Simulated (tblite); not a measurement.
A geometry optimisation, step by step.

Compound: C6H8NO (doublet state).
Numbering: `[CH2:1][c:2]1[cH:3][cH:4][c:5]([CH2:6][NH2:7])[o:8]1` (hydrogens: H9, H10 on C1; H11 on C3; H12 on C4; H13, H14 on C6; H15, H16 on N7)
Bond orders are those of one Lewis drawing.

Computed with GFN2-xTB (tblite), gas phase: L-BFGS steps from a force-field or distance-geometry start until the largest atomic force falls under 0.01 eV/Å. 8 of its 48 geometries are shown.

Step 0: E = -647.8155 eV, largest atomic force 3.610 eV/Å
```
atom  x, y, z in Å  |  force x, y, z in eV/Å
C1     -2.800    1.080    0.179    2.821  -0.121  -2.053
C2     -1.553    0.297    0.077   -3.489   0.838  -0.400
C3     -1.359   -0.917   -0.583   -1.663  -0.764  -0.940
C4     -0.043   -1.274   -0.412    0.950  -0.478   0.129
C5      0.504   -0.271    0.383    0.330  -1.742  -0.188
C6      1.911   -0.164    0.868   -0.601   0.246  -0.103
N7      2.635    0.574   -0.175   -0.648   0.312  -1.141
O8     -0.411    0.644    0.647    0.463   1.380   1.126
H9     -2.600    2.164    0.286   -0.421  -0.871   0.554
H10    -3.473    0.883   -0.682    0.217  -0.136   1.155
H11    -2.124   -1.468   -1.153    0.613   0.499   0.497
H12     0.455   -2.177   -0.788   -0.293   0.739   0.305
H13     1.893    0.428    1.798    0.409  -0.369  -0.196
H14     2.312   -1.199    0.981    0.016   0.943   0.116
H15     2.070    1.450   -0.411    1.019  -1.363   0.411
H16     2.574   -0.042   -1.024    0.276   0.888   0.728
```

Step 7: E = -648.6409 eV, largest atomic force 0.177 eV/Å
```
atom  x, y, z in Å  |  force x, y, z in eV/Å
C1     -2.650    1.161   -0.053   -0.019  -0.106   0.109
C2     -1.591    0.306    0.029   -0.103   0.025  -0.142
C3     -1.405   -0.946   -0.609    0.013   0.101  -0.055
C4     -0.079   -1.301   -0.385   -0.134  -0.039   0.056
C5      0.466   -0.332    0.430   -0.024  -0.127  -0.010
C6      1.877   -0.152    0.853    0.168   0.035  -0.034
N7      2.627    0.561   -0.186   -0.082   0.005  -0.020
O8     -0.434    0.643    0.685   -0.103  -0.015  -0.122
H9     -2.630    2.132    0.405   -0.034  -0.060   0.018
H10    -3.523    0.838   -0.587   -0.024   0.120   0.042
H11    -2.151   -1.476   -1.170    0.091   0.074   0.018
H12     0.444   -2.151   -0.772   -0.004  -0.137   0.062
H13     1.936    0.417    1.782    0.000   0.078  -0.038
H14     2.347   -1.125    1.000    0.049  -0.040   0.032
H15     2.137    1.428   -0.396    0.144   0.013   0.019
H16     2.620    0.004   -1.038    0.062   0.071   0.064
```

Step 13: E = -648.6702 eV, largest atomic force 0.164 eV/Å
```
atom  x, y, z in Å  |  force x, y, z in eV/Å
C1     -2.668    1.152   -0.037    0.006   0.025   0.000
C2     -1.594    0.312   -0.014   -0.017   0.002   0.018
C3     -1.403   -0.939   -0.643   -0.044  -0.083   0.042
C4     -0.099   -1.334   -0.365    0.057   0.065  -0.032
C5      0.456   -0.359    0.438    0.070   0.088  -0.120
C6      1.878   -0.152    0.847    0.039   0.045   0.001
N7      2.634    0.561   -0.181    0.045   0.004  -0.034
O8     -0.438    0.638    0.647    0.047   0.071   0.028
H9     -2.644    2.110    0.442    0.043   0.003   0.089
H10    -3.558    0.877   -0.567    0.011  -0.052  -0.007
H11    -2.147   -1.466   -1.197   -0.046  -0.042  -0.124
H12     0.416   -2.200   -0.728   -0.056  -0.108   0.073
H13     1.941    0.444    1.759   -0.096  -0.002   0.042
H14     2.371   -1.113    1.014   -0.064   0.013  -0.005
H15     2.193    1.453   -0.386    0.012  -0.016   0.044
H16     2.653    0.024   -1.041   -0.007  -0.011  -0.016
```

Step 20: E = -648.6868 eV, largest atomic force 0.082 eV/Å
```
atom  x, y, z in Å  |  force x, y, z in eV/Å
C1     -2.670    1.151   -0.026    0.006  -0.015   0.009
C2     -1.597    0.311   -0.035    0.030   0.037  -0.005
C3     -1.411   -0.948   -0.650    0.009  -0.006  -0.024
C4     -0.106   -1.343   -0.368    0.023  -0.008   0.022
C5      0.462   -0.349    0.402    0.000   0.011   0.013
C6      1.879   -0.139    0.836   -0.046  -0.018  -0.003
N7      2.662    0.564   -0.178   -0.009  -0.003   0.024
O8     -0.432    0.648    0.608    0.060   0.055  -0.005
H9     -2.637    2.087    0.495    0.022   0.004   0.012
H10    -3.568    0.884   -0.548   -0.015  -0.027   0.008
H11    -2.139   -1.464   -1.238   -0.047  -0.044   0.009
H12     0.374   -2.253   -0.668    0.018   0.003  -0.028
H13     1.909    0.460    1.751   -0.036  -0.011  -0.033
H14     2.362   -1.101    1.024   -0.040   0.002  -0.007
H15     2.238    1.466   -0.369    0.027   0.012  -0.010
H16     2.668    0.035   -1.045   -0.002   0.008   0.018
```

Step 27: E = -648.6900 eV, largest atomic force 0.045 eV/Å
```
atom  x, y, z in Å  |  force x, y, z in eV/Å
C1     -2.668    1.147   -0.020   -0.029   0.029  -0.019
C2     -1.589    0.318   -0.051   -0.024  -0.019   0.019
C3     -1.411   -0.948   -0.656    0.006  -0.002  -0.003
C4     -0.108   -1.346   -0.370    0.013   0.003  -0.010
C5      0.463   -0.344    0.390    0.007   0.010  -0.035
C6      1.872   -0.137    0.834   -0.035  -0.024   0.000
N7      2.667    0.563   -0.172    0.036   0.001   0.024
O8     -0.422    0.662    0.582    0.006  -0.018  -0.020
H9     -2.629    2.082    0.506   -0.006  -0.007  -0.017
H10    -3.570    0.874   -0.531   -0.017   0.002   0.023
H11    -2.148   -1.474   -1.227   -0.003  -0.002   0.021
H12     0.374   -2.257   -0.666   -0.009   0.023   0.001
H13     1.885    0.462    1.748    0.029  -0.014  -0.019
H14     2.344   -1.104    1.024    0.020   0.014   0.020
H15     2.259    1.473   -0.363    0.007  -0.002   0.005
H16     2.673    0.038   -1.041    0.000   0.005   0.011
```

Step 34: E = -648.6923 eV, largest atomic force 0.036 eV/Å
```
atom  x, y, z in Å  |  force x, y, z in eV/Å
C1     -2.675    1.147   -0.020   -0.005   0.002   0.005
C2     -1.593    0.319   -0.061    0.000  -0.006   0.002
C3     -1.415   -0.951   -0.659   -0.006  -0.008   0.018
C4     -0.107   -1.342   -0.383   -0.006   0.003   0.009
C5      0.467   -0.334    0.364   -0.008  -0.007   0.015
C6      1.871   -0.138    0.832   -0.018   0.003  -0.001
N7      2.686    0.560   -0.159    0.017  -0.001  -0.004
O8     -0.418    0.673    0.552   -0.004  -0.017   0.005
H9     -2.628    2.083    0.502   -0.004  -0.003  -0.021
H10    -3.590    0.867   -0.504    0.011  -0.005   0.010
H11    -2.164   -1.488   -1.203    0.014  -0.001  -0.005
H12     0.376   -2.255   -0.673   -0.024   0.021  -0.007
H13     1.877    0.460    1.746   -0.006   0.003   0.004
H14     2.338   -1.105    1.033   -0.014   0.007  -0.019
H15     2.286    1.474   -0.347    0.020   0.008   0.006
H16     2.684    0.041   -1.032    0.032   0.000  -0.016
```

Step 40: E = -648.6939 eV, largest atomic force 0.041 eV/Å
```
atom  x, y, z in Å  |  force x, y, z in eV/Å
C1     -2.683    1.144   -0.018    0.011  -0.010   0.007
C2     -1.601    0.317   -0.062   -0.002   0.000   0.011
C3     -1.426   -0.957   -0.650    0.000   0.006  -0.009
C4     -0.114   -1.340   -0.386   -0.004  -0.010  -0.010
C5      0.465   -0.327    0.349   -0.008   0.004  -0.010
C6      1.868   -0.136    0.825    0.014   0.008  -0.006
N7      2.707    0.557   -0.149   -0.007   0.005  -0.001
O8     -0.421    0.679    0.538   -0.015   0.007   0.014
H9     -2.629    2.088    0.487   -0.008   0.021   0.004
H10    -3.606    0.855   -0.479   -0.005  -0.010  -0.014
H11    -2.170   -1.503   -1.192   -0.014   0.016   0.008
H12     0.364   -2.250   -0.685    0.028  -0.029   0.007
H13     1.867    0.459    1.741   -0.002   0.000   0.003
H14     2.325   -1.107    1.030   -0.007  -0.013  -0.008
H15     2.327    1.480   -0.333    0.012   0.007  -0.008
H16     2.718    0.048   -1.028    0.008  -0.002   0.011
```

Step 47: E = -648.6944 eV, largest atomic force 0.010 eV/Å
```
atom  x, y, z in Å  |  force x, y, z in eV/Å
C1     -2.686    1.142   -0.016   -0.001  -0.003  -0.002
C2     -1.603    0.316   -0.058   -0.002   0.001   0.001
C3     -1.428   -0.957   -0.648    0.001   0.003   0.000
C4     -0.114   -1.339   -0.389   -0.002   0.001   0.009
C5      0.465   -0.325    0.345    0.002   0.008  -0.003
C6      1.867   -0.135    0.822    0.005  -0.002   0.001
N7      2.713    0.558   -0.146   -0.004  -0.004  -0.001
O8     -0.423    0.678    0.540   -0.001   0.009  -0.003
H9     -2.633    2.092    0.480   -0.005  -0.005   0.004
H10    -3.608    0.850   -0.477    0.001  -0.002  -0.007
H11    -2.176   -1.501   -1.186   -0.003   0.003   0.003
H12     0.368   -2.250   -0.685   -0.002   0.001  -0.002
H13     1.865    0.457    1.740   -0.002  -0.002   0.001
H14     2.319   -1.109    1.025    0.008  -0.002  -0.003
H15     2.339    1.483   -0.333    0.000  -0.006   0.001
H16     2.729    0.049   -1.024    0.006   0.001  -0.001
```

**Question.** Summarise the path.

**Answer.** The energy falls by 20.27 kcal/mol from step 0 to step 47; nine tenths of that is first reached at step 5. It falls at every step. The largest force goes from 3.610 to 0.010 eV/Å. Among the bonds C1–C2 changes most, from 1.476 to 1.363 Å; the atoms move by 0.156 Å rms after alignment.

The cost below is that of the whole relaxation. Hardware: an Arm Neoverse V2 with one thread, shared host with 32 logical CPUs at a one-minute load of 28. Cost: 0.22 s of wall time.
